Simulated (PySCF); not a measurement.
Compound: C5H9ClO.
Z-matrix (Å and degrees, GFN2-xTB geometry), rows numbered from 1:
```
Cl
C   1  1.7771
C   2  1.5289  1  109.79
O   3  1.4058  2  112.41  1   176.64
C   4  1.3976  3  114.75  2    73.41
C   5  1.4928  4  116.99  3  -166.09
C   6  1.5019  5   60.26  4   111.25
H   2  1.0900  1  107.66  3   120.57
H   2  1.0900  1  107.34  3  -120.99
H   3  1.1001  2  109.44  1   -60.01
H   3  1.0930  2  109.88  1    59.46
H   5  1.0891  4  113.18  3    50.63
H   6  1.0783  5  118.39  7   109.24
H   6  1.0779  5  116.71  7  -107.81
H   7  1.0786  5  117.73  6   106.74
H   7  1.0792  5  118.46  6  -108.55
```

Method: B3LYP/def2-SVPD in PySCF (dipole) on a GFN2-xTB geometry, gas phase.

Masses are those of the commonest isotopes; rigid-rotor values at the optimised geometry. The values belong to one conformer with, in the numbering `[Cl:1][CH2:2][CH2:3][O:4][CH:5]1[CH2:6][CH2:7]1`, Cl1–C2–C3–O4 177°, C2–C3–O4–C5 73°, C3–O4–C5–C6 -166°.

(1) Give the principal moments of inertia and the rotational constants in MHz.

(2) Classify the top.

(3) What does the inertial defect say?

(4) Give the other two planar moments, Paa and Pbb, and the rms extents of the mass along the axes.

(5) List the rotational levels J(Ka,Kc) to J = 5 (K).

(6) Which types of transition are allowed, and where do some lines up to J = 2 fall?

(7) Estimate the classical rotational partition function at 50 K, 200 K and 500 K.

## Answers

(1) Ia = 75.80, Ib = 577.74, Ic = 624.28 u·Å²; 505379 MHz·u·Å²/I gives A = 6667, B = 874.8, C = 809.5 MHz.

(2) A near-prolate asymmetric top: κ = (2 × 874.8 − 6667 − 809.5)/(6667 − 809.5) = -0.98.

(3) Not planar: Δ = Ic − Ia − Ib = -29.26 u·Å². For a rigid frame Δ = −2 Σ m c², so Σ m c² = 14.63 u·Å² lies off the ab plane: 8.93 from hydrogen and 5.70 from heavier atoms. The atom farthest from that plane is 1.54 Å away.

(4) Paa = Σ m a² = (Ib + Ic − Ia)/2 = 563.10 and Pbb = Σ m b² = (Ia + Ic − Ib)/2 = 61.17 u·Å². With the mass M = 120.03 u, the rms extents √(P/M) along a, b and c are 2.17, 0.71, 0.35 Å.

(5) Above 0(0,0), as E/k:
J = 1: 1(0,1) 0.081, 1(1,1) 0.359, 1(1,0) 0.362
J = 2: 2(0,2) 0.242, 2(1,2) 0.517, 2(1,1) 0.527, 2(2,1) 1.361, 2(2,0) 1.361
J = 3: 3(0,3) 0.485, 3(1,3) 0.755, 3(1,2) 0.774, 3(2,2) 1.603, 3(2,1) 1.603, 3(3,1) 3.001, 3(3,0) 3.001
J = 4: 4(0,4) 0.808, 4(1,4) 1.072, 4(1,3) 1.103, 4(2,3) 1.927, 4(2,2) 1.927, 4(3,2) 3.324, 4(3,1) 3.324, 4(4,1) 5.281, 4(4,0) 5.281
J = 5: 5(0,5) 1.212, 5(1,5) 1.468, 5(1,4) 1.515, 5(2,4) 2.331, 5(2,3) 2.332, 5(3,3) 3.729, 5(3,2) 3.729, 5(4,2) 5.685, 5(4,1) 5.685, 5(5,1) 8.201, 5(5,0) 8.201
The levels of one J sum to (2J + 1)J(J + 1)(A + B + C)/3.

(6) The dipole components are |μa| = 1.72 D, |μb| = 0.78 D, |μc| = 0.45 D. The squared components, which scale the intensities, stand as 1.00 : 0.21 : 0.07 (a : b : c). Some lines, for components of 0.1 D or more:

| type | branch | J(Ka,Kc) | MHz | lower level (cm⁻¹) |
| --- | --- | --- | --- | --- |
| a | R | 1(0,1) ← 0(0,0) | 1684 | 0.000 |
| a | R | 2(1,2) ← 1(1,1) | 3303 | 0.249 |
| a | R | 2(0,2) ← 1(0,1) | 3368 | 0.056 |
| a | R | 2(1,1) ← 1(1,0) | 3434 | 0.252 |
| c | Q | 2(1,2) ← 2(0,2) | 5728 | 0.169 |
| c | Q | 1(1,1) ← 1(0,1) | 5792 | 0.056 |
| b | Q | 1(1,0) ← 1(0,1) | 5857 | 0.056 |
| b | Q | 2(1,1) ← 2(0,2) | 5923 | 0.169 |
| b | R | 1(1,1) ← 0(0,0) | 7477 | 0.000 |
| c | R | 1(1,0) ← 0(0,0) | 7542 | 0.000 |
| b | R | 2(1,2) ← 1(0,1) | 9096 | 0.056 |
| c | R | 2(1,1) ← 1(0,1) | 9291 | 0.056 |
| c | Q | 2(2,1) ← 2(1,1) | 17377 | 0.366 |
| b | Q | 2(2,0) ← 2(1,1) | 17377 | 0.366 |
| b | Q | 2(2,1) ← 2(1,2) | 17572 | 0.360 |
| b | R | 2(2,1) ← 1(1,0) | 20811 | 0.252 |
| c | R | 2(2,0) ← 1(1,0) | 20811 | 0.252 |
| b | R | 2(2,0) ← 1(1,1) | 20876 | 0.249 |

(7) Point group C1, symmetry number σ = 1; q = (√π/σ)·√((kT/h)³/(ABC)), k/h = 20836.6 MHz/K: 27400 at 50 K, 219000 at 200 K, 867000 at 500 K.

Whether it is a minimum is left open (no frequencies). No vibrational averaging or centrifugal distortion is included, and the geometry carries the error of its method. Quadrupole hyperfine structure (35Cl) is left out.

On an x86-64 server with one thread, on a shared host, this took 46 s. This is the B3LYP/def2-SVPD job that gave the dipole, with the excitations it also computed.
